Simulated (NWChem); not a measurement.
Everything below was run with NWChem. System: H$_{2}$B (+1), charge 1, spin multiplicity 1, at a geometry optimised with B3LYP/def2-SVP. The structure started from a generated list of species. Level: CR-EOMCCSD(T)/aug-cc-pVDZ, 1 core orbitals frozen.

Input file:

```
start mol
memory heap 100 mb stack 700 mb global 1900 mb
charge 1
geometry units angstroms nocenter noautoz
  B      0.000000     0.000000     0.000000
  H      0.000000     0.000000    -1.192705
  H      0.000000     0.000000     1.192705
  symmetry group D2h
end
basis spherical
  * library aug-cc-pvdz
end
scf
  rhf
  nopen 0
  maxiter 100
  thresh 1e-7
  semidirect memsize 60000000 filesize 0
end
tce
  freeze core 1
  creomsd(t)
  nroots 1
  2eorb
  2emet 13
  thresh 1e-5
  maxiter 200
  tilesize 24
end
task tce energy
```

Output (cleaned and shortened):

```
             Northwest Computational Chemistry Package (NWChem) 7.3.0
             --------------------------------------------------------

                                NWChem Input Module
                                -------------------

 Scaling coordinates for geometry "geometry" by  1.889725989
 (inverse scale =  0.529177249)

 Turning off AUTOSYM since
 SYMMETRY directive was detected!

                             Geometry "geometry" -> ""
                             -------------------------

 Output coordinates in angstroms (scale by  1.889725989 to convert to a.u.)

  No.       Tag          Charge          X              Y              Z
 ---- ---------------- ---------- -------------- -------------- --------------
    1 B                    5.0000     0.00000000     0.00000000     0.00000000
    2 H                    1.0000     0.00000000     0.00000000    -1.19270500
    3 H                    1.0000     0.00000000     0.00000000     1.19270500

 Effective nuclear repulsion energy (a.u.)       4.6586214651

            Nuclear Dipole moment (a.u.)
            ----------------------------
        X                 Y               Z
 ---------------- ---------------- ----------------
     0.0000000000     0.0000000000     0.0000000000

      Symmetry information
      --------------------

 Group name             D2h
 Group number             26
 Group order               8
 No. of unique centers     2

      Symmetry unique atoms

     1    2


 Summary of "ao basis" -> "" (spherical)
 ------------------------------------------------------------------------------
       Tag                 Description            Shells   Functions and Types
 ---------------- ------------------------------  ------  ---------------------
 *                        aug-cc-pvdz                 on all atoms

 Summary of "ao basis" -> "ao basis" (spherical)
 ------------------------------------------------------------------------------
       Tag                 Description            Shells   Functions and Types
 ---------------- ------------------------------  ------  ---------------------
[...]
 largest EOMCCSD amplitudes: R1 and R2

 Singles contributions
     4b2u (alpha) ---     3b1u (alpha)        0.9201319073
     9b2u (alpha) ---     3b1u (alpha)       -0.1733853010
    21b2u (alpha) ---     3b1u (alpha)       -0.1134924706
    23b2u (alpha) ---     3b1u (alpha)       -0.1116817180

 Doubles contributions
======= CR-EOMCCSD(T) calculation ======
corresponding R0 value =     0.000000

CR-EOMCCSD(T) Intermediates cpu wall time             0.2            0.2
 creom_N i2_1 nr of boxes                    22
 creom_N i2_2 nr of boxes                   222
 creom_N i2_3 nr of boxes                    22
 creom_N i2_4 nr of boxes                   222

CR-EOMCCSD(T) triples loop cpu wall             0.0            0.0

 CR-EOMCCSD(T)  total energy / hartree       =       -25.278931932109668
 CR-EOMCCSD(T)  excitation energy (eV)       =      7.30895

 =========================================
 Excited-state calculation ( b3u symmetry)
 =========================================
 Dim. of EOMCC iter. space      500

 EOMCCSD SOLVER TYPE  1
  maxdiff =   0.76250372902608388

 No. of initial right vectors    1

 EOM-CCSD right-hand side iterations
 --------------------------------------------------------------
      Residuum       Omega / hartree  Omega / eV    Cpu    Wall
 --------------------------------------------------------------

 Iteration   1 using    1 trial vectors
   0.3593429762891   0.5207473167407   14.17026     0.0     0.0

 Iteration   2 using    2 trial vectors
   0.1041364333663   0.4593135661126   12.49856     0.0     0.0

 Iteration   3 using    3 trial vectors
   0.0448755553422   0.4510574577040   12.27390     0.0     0.0

 Iteration   4 using    4 trial vectors
   0.0155356521123   0.4496896709236   12.23668     0.0     0.0

 Iteration   5 using    5 trial vectors
   0.0064394553347   0.4493739454924   12.22809     0.0     0.0

 Iteration   6 using    6 trial vectors
   0.0025484697728   0.4492938503523   12.22591     0.0     0.0

 Iteration   7 using    7 trial vectors
   0.0011730169115   0.4492942949954   12.22593     0.0     0.0

 Iteration   8 using    8 trial vectors
   0.0004232762813   0.4493047937679   12.22621     0.0     0.0

 Iteration   9 using    9 trial vectors
   0.0001474253166   0.4493056433955   12.22623     0.0     0.0

 Iteration  10 using   10 trial vectors
   0.0000483319978   0.4493052412152   12.22622     0.0     0.0

 Iteration  11 using   11 trial vectors
   0.0000209819386   0.4493052192185   12.22622     0.0     0.0

 Iteration  12 using   12 trial vectors
   0.0000064302220   0.4493052270996   12.22622     0.0     0.0
 --------------------------------------------------------------
 Iterations converged
 ------------------

 Excited state root  1
 Excitation energy / hartree =        0.449305227099586
                   / eV      =       12.226222504407293
 largest EOMCCSD amplitudes: R1 and R2

 Singles contributions
     5b3u (alpha) ---     2ag  (alpha)       -0.9244184264
    10b3u (alpha) ---     2ag  (alpha)        0.1446185423

 Doubles contributions
     8ag  (alpha)     5b3u (beta ) ---     3b1u (alpha)     3b1u (beta )        0.1046302339
     5b3u (alpha)     8ag  (beta ) ---     3b1u (alpha)     3b1u (beta )        0.1046302339
======= CR-EOMCCSD(T) calculation ======
corresponding R0 value =     0.000000

CR-EOMCCSD(T) Intermediates cpu wall time             0.2            0.2
 creom_N i2_1 nr of boxes                    22
 creom_N i2_2 nr of boxes                   222
 creom_N i2_3 nr of boxes                    22
 creom_N i2_4 nr of boxes                   222

CR-EOMCCSD(T) triples loop cpu wall             0.0            0.0

 CR-EOMCCSD(T)  total energy / hartree       =       -25.098744413153199
 CR-EOMCCSD(T)  excitation energy (eV)       =     12.21210

 Task  times  cpu:        5.8s     wall:        5.8s

 Total times  cpu:        5.8s     wall:        5.8s
```
